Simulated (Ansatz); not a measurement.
Ideal-gas functions of AlF$_{3}$H$_{2}$Se, SMILES `[F][Al-]([F])([F])[SeH2+]` at 800 K and 1 bar, from an Ansatz frequency run at PBE0-D4/def2-TZVP.

Molar mass 164.95 g/mol, point group Cs (symmetry number 1), electronic degeneracy 1, moments of inertia 155.729, 393.627, 394.976 u Å². Harmonic wavenumbers (cm⁻¹, unscaled): 65, 97, 98, 161, 236, 236, 333, 440, 490, 672, 899, 906, 1052, 2447, 2458.

Use S(trans) = R[1.5 ln M + 2.5 ln T − 1.1517]; rotational temperatures θ = 24.2544 K / I; S(rot) = R[ln(√π/σ · √(T³/θAθBθC)) + 1.5]; for each mode x = 1.438777 ν̃/T, S = R[x/(eˣ − 1) − ln(1 − e⁻ˣ)] and H = RT x/(eˣ − 1); 1 cm⁻¹ = 0.0119627 kJ/mol; R = 8.31446 J/(mol·K).

Problem. By hand: the entropy, in J/(mol·K).

Solution. Translation 193.0. Rotation: θ = 0.1557, 0.0616, 0.0614 K, giving 131.5. Vibration, mode by mode: 26.17, 22.84, 22.76, 18.65, 15.50, 15.50, 12.70, 10.47, 9.63, 7.23, 5.17, 5.12, 4.15, 0.56, 0.55, in all 177.0. Electronic 0.0. Sum 501.5 J/(mol·K).

Problem. By hand: H − E and G − E in kJ/mol, counted from the electronic energy.

Solution. Zero-point energy ½ × 10590 × 0.0119627 = 63.3; thermal vibration 59.9; translation, rotation and pV give 4 RT = 26.6. H − E = 149.8 kJ/mol, and G − E = 149.8 − 800 × 501.5/1000 = -251.4 kJ/mol.

Vibration gives 35 % of the entropy, 71.8 J/(mol·K) of it from the modes under 150 cm⁻¹: soft modes count most, and the harmonic formula is weakest for them. The sum counts one conformer and one mirror image; others add a mixing term.
